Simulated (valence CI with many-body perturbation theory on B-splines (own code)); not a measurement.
The numbers below are computed, except where a source is named.
# Hyperfine factors and g values of Lu⁴⁷⁺

Level of theory: configuration interaction combined with many-body perturbation theory (CI+MBPT): six valence electrons over a frozen Dirac-Fock core [Ar], radial functions for each j: 7 s, 7 p, 8 d, 6 f, 4 g, 1 h, with the one-electron correlation potential Σ1 (screened to all orders), the two-electron term Σ2, the three-electron term Σ3, Breit, model QED; selected single and double excitations, second order for the rest, scaled by the run's own slope (own B-spline code, finite nucleus).

The last digits are not significant, and no measured levels were compared; by estimate large intervals hold to a few tenths of a per cent, small ones and those within an open d or f shell to about a per cent. Core correlation moves these levels by up to 14000 cm⁻¹, and in measured spectra 5 to 20 % of such shifts remained as error; rates that hang on mixing are uncertain with them. Among the levels kept, up to 1000 cm⁻¹ of a level comes from second order outside the variational space, and about a tenth of that is noise between levels of different J, which matters for small intervals. The list stops below the first excitations out of the core. Only levels of the ground parity were solved; by the run's estimate the other parity begins above the list, which can be wrong where configurations are misplaced.

A/g_I is the dipole constant over the nuclear g factor μ/I (μ in nuclear magnetons, uniformly magnetised nucleus), B/Q the quadrupole constant per barn. Both hold the static response of the core; the bare values leave it out. Large factors of s and p1/2 electrons are usually good to 5 to 10 %; those of open d and f shells near neutrality can be off by tens of per cent, and small factors of p3/2, d and f electrons come from cancelling terms and can be off by a factor of two or in sign, in half-filled shells by more. B is blank for J = 1/2, where it vanishes, and for nearly pure S terms. Energies count from the lowest level. Levels with J = 0 are left out.

Levels are named by their leading jj configuration (3d3/2^4 stands for four electrons in 3d with j = 3/2), which in mixed levels can hold well under half, so a name can repeat and another be missing. Letters in brackets count levels of one name in rising energy.

| Level | E (eV) | g | A/g_I (MHz) | A/g_I bare | B/Q (MHz/b) | B/Q bare |
| --- | --- | --- | --- | --- | --- | --- |
| (3d3/2^4 3d5/2^2) J=4 | 0.00 | 1.249 | 31700 | 32500 | 56800 | 57400 |
| (3d3/2^4 3d5/2^2) J=2 | 7.20 | 1.274 | 31100 | 32000 | -32200 | -32500 |
| (3d3/2^3 3d5/2^3) J=3 [a] | 50.53 | 1.350 | 19600 | 20600 | 3870 | 3870 |
| (3d3/2^3 3d5/2^3) J=4 [a] | 52.24 | 1.172 | 34300 | 34900 | 48100 | 48700 |
| (3d3/2^3 3d5/2^3) J=1 [a] | 55.08 | 1.292 | 31700 | 32600 | -21700 | -21900 |
| (3d3/2^3 3d5/2^3) J=6 | 59.67 | 1.102 | 46200 | 46600 | -53700 | -54400 |
| (3d3/2^3 3d5/2^3) J=5 | 59.70 | 1.125 | 41400 | 41900 | 27000 | 27400 |
| (3d3/2^3 3d5/2^3) J=2 [a] | 66.00 | 0.972 | 56500 | 56500 | -42200 | -42600 |
| (3d3/2^3 3d5/2^3) J=3 [b] | 67.34 | 1.058 | 50100 | 50400 | 15700 | 15800 |
| (3d3/2^3 3d5/2^3) J=4 [b] | 80.04 | 1.045 | 51700 | 52000 | -40700 | -41200 |
| (3d3/2^3 3d5/2^3) J=2 [b] | 80.46 | 1.114 | 43600 | 44000 | 73100 | 74000 |
| (3d3/2^3 3d5/2^3) J=1 [b] | 80.78 | 1.177 | 24700 | 25300 | 43200 | 43700 |
| (3d3/2^3 3d5/2^3) J=3 [c] | 82.80 | 1.058 | 51100 | 51400 | -67900 | -68700 |
| (3d3/2^2 3d5/2^4) J=2 [a] | 106.68 | 1.438 | 4790 | 6080 | -13200 | -13300 |
| (3d3/2^2 3d5/2^4) J=4 [a] | 112.56 | 1.093 | 44000 | 44400 | 9320 | 9520 |
| (3d3/2^2 3d5/2^4) J=3 [a] | 115.83 | 1.201 | 30900 | 31600 | -24700 | -24900 |
| (3d3/2^2 3d5/2^4) J=5 | 116.46 | 1.089 | 47300 | 47700 | -40900 | -41300 |
| (3d3/2^2 3d5/2^4) J=6 | 119.69 | 1.044 | 51300 | 51500 | -58400 | -59000 |
| (3d3/2^2 3d5/2^4) J=3 [b] | 122.68 | 0.962 | 59000 | 59000 | 1550 | 1570 |
| (3d3/2^2 3d5/2^4) J=1 | 125.46 | 1.002 | 57000 | 57100 | -19900 | -20100 |
| (3d3/2^2 3d5/2^4) J=4 [b] | 127.23 | 1.044 | 53200 | 53400 | 116 | 72.6 |
| (3d3/2^2 3d5/2^4) J=2 [b] | 128.37 | 1.046 | 51600 | 51900 | -38400 | -38800 |
| (3d3/2^2 3d5/2^4) J=2 [c] | 139.18 | 0.867 | 69700 | 69500 | -3390 | -3390 |
| (3d3/2^2 3d5/2^4) J=4 [c] | 143.39 | 1.152 | 37900 | 38400 | -61400 | -62100 |
| (3d3/2^2 3d5/2^4) J=2 [d] | 160.51 | 1.020 | 52700 | 52900 | 66400 | 67200 |
| (3d3/2 3d5/2^5) J=1 | 168.86 | 1.491 | -6020 | -4600 | -12500 | -12600 |
| (3d3/2 3d5/2^5) J=4 | 180.79 | 1.024 | 53400 | 53600 | -24000 | -24100 |
| (3d3/2 3d5/2^5) J=2 | 186.50 | 1.189 | 36300 | 36900 | -70300 | -71100 |
| (3d3/2 3d5/2^5) J=3 | 188.46 | 1.060 | 49000 | 49300 | -64000 | -64700 |

Task: Take the isotope of mass number 176, with I = 7, μ = 3.16 μN and Q = 4.92 b. What is the hyperfine structure of (3d3/2^3 3d5/2^3) J=2 [a]?

Result: From the table A = 25500 MHz, B = -207000 MHz. Shifts from the centre of gravity in MHz: F = 5: -485000, F = 6: -245000, F = 7: -17100, F = 8: 176000, F = 9: 305000.
